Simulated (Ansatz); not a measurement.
Molecule: sum formula HSiO, net charge 0, doublet state. It need not be the lowest isomer of its formula. SMILES: O=[SiH]
Coordinates optimised at B3LYP-D3(BJ)/def2-TZVP (Ansatz, an electronic-structure program):
```xyz
3

Si    -0.0147    -0.5041    -0.0112
O     -0.1485     1.0191     0.0164
H      1.3936    -1.0954     0.0249
```
Charge 0, spin multiplicity 2.

Wanted: atomisation energy (electronic, to ground-state atoms), in kcal/mol. Correlated levels leave the core frozen unless marked. UHF or UKS for open shells. No spin-orbit coupling. Non-relativistic. The coupled-cluster limit lacks core correlation, which all-electron functionals hold. Basis-set limits of correlation are two-point, X^-3; Hartree-Fock from the larger set. The bracket is a focal-point correction in the basis named.

```csv
level,program,atomisation energy (kcal/mol),minus last row
HF/aug-cc-pV(D+d)Z,Ansatz,121.7,-95.0
CAM-B3LYP-D3(BJ)/def2-TZVPD,Ansatz + dftd3,216.2,-0.5
CAM-B3LYP/def2-TZVPD,Ansatz,215.6,-1.1
RI-MP2/aug-cc-pV(Q+d)Z,Ansatz,224.2,7.5
SCS-MP2/cc-pV(D+d)Z,Ansatz,191.0,-25.7
SCS-MP2/def2-QZVPPD,Ansatz,219.6,2.9
CCSD(T)/cc-pV(D+d)Z,Ansatz,186.4,-30.3
"RI-MP2/CBS(def2-TZVPPD,def2-QZVPPD)+[CCSD(T)-MP2]/def2-QZVPPD",Ansatz,215.6,-1.1
"CCSD(T)/CBS(cc-pV(T+d)Z,cc-pV(Q+d)Z)",Ansatz,216.1,-0.6
"CCSD(T)/CBS(aug-cc-pV(T+d)Z,aug-cc-pV(Q+d)Z)",Ansatz,216.7,0.0
```
